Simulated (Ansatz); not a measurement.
Ansatz (a program for electronic structure) input file for In(Br)(Me)2 (C₂H₆BrIn), SMILES [CH3][In]([CH3])[Br], PBE/def2-SVPD. Geometry optimised at B3LYP-D3(BJ)/def2-SVP. The structure was generated by enumeration; whether it is a known compound was not checked. The def2 effective core potentials stand for the cores of In; spin–orbit coupling is left out.

Ansatz 0.2 input:
```yaml
crystal:
  periodic: [false, false, false]
  atoms:
    - {symbol: In, position_ang: [0.56888597, 0.45377072, 0.05134333]}
    - {symbol: Br, position_ang: [-1.41845637, -1.13279839, -0.13268765]}
    - {symbol: C, position_ang: [0.23712441, 2.27039561, -1.08710737]}
    - {symbol: H, position_ang: [1.18557160, 2.67656067, -1.46653262]}
    - {symbol: H, position_ang: [-0.23495344, 3.01521437, -0.42823213]}
    - {symbol: H, position_ang: [-0.44242389, 2.04807313, -1.92092895]}
    - {symbol: C, position_ang: [2.12018180, -0.38598420, 1.31371827]}
    - {symbol: H, position_ang: [2.95673323, 0.31402957, 1.44635621]}
    - {symbol: H, position_ang: [2.48222257, -1.31412252, 0.84743258]}
    - {symbol: H, position_ang: [1.67957289, -0.63304520, 2.29048390]}
basis:
  gaussian:
    orbitals: def2-SVPD
hamiltonian:
  xc: {name: PBE}
```

Output:

```
WARN ansatz: RAYON_NUM_THREADS=1 ignored (pool sized by the plan → 1); use --threads N
Functional definition: PBE
integrals: 0.11 GiB planned
1514 factors; their error is unknown
mean field: 0.64 GiB planned
mean field evaluation 1: about -77354.1005 eV, gradient 7.9e1 eV
mean field evaluation 2: about -77326.8231 eV, gradient 1.1e2 eV
mean field evaluation 4: about -77369.7312 eV, gradient 9.4e0 eV
mean field evaluation 8: about -77369.9893 eV, gradient 1.8e-1 eV
mean field evaluation 16: about -77369.9358 eV, gradient 8.1e-5 eV
mean field -77369.93579650 eV, -2843.2926972955 hartree, gradient 8.1e-5 eV, S^2 0.000000; 0 other end points of the search recorded, 0 dependent functions left out
reference -77369.93585849 eV, -2843.2926995735 hartree; 37, 37 occupied and 124, 124 virtual orbitals, 1514 factors
Total energy: -77369.93585849 eV, -2843.2926995735 hartree
```

The calculation finished and met its thresholds.
